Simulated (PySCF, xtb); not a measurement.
C2H7OSi, SMILES O[Si](C)C (connectivity only; charge and spin as stated), charge +1, multiplicity 1. One conformer was computed; it need not be the lowest.

Harmonic wavenumbers (cm⁻¹) from GFN2-xTB run with xtb at its own minimum, in rising order: 35, 46, 159, 221, 226, 401, 595, 681, 778, 806, 847, 847, 889, 1068, 1346, 1358, 1384, 1394, 1401, 1405, 2984, 2987, 2993, 3009, 3018, 3027, 3555.

### Question
What does PBE-D3(BJ)/def2-SVP in PySCF give at its own minimum? (The exact figures need the calculation; the answer reports its results.)

### Answer
18, 53, 204, 227, 270, 504, 630, 663, 667, 704, 774, 813, 860, 1017, 1219, 1222, 1335, 1338, 1351, 1356, 2964, 2970, 3053, 3059, 3102, 3106, 3710. Paired by order, the mean absolute difference is 60 cm⁻¹ and the zero-point energies are 53.6 and 53.2 kcal/mol.
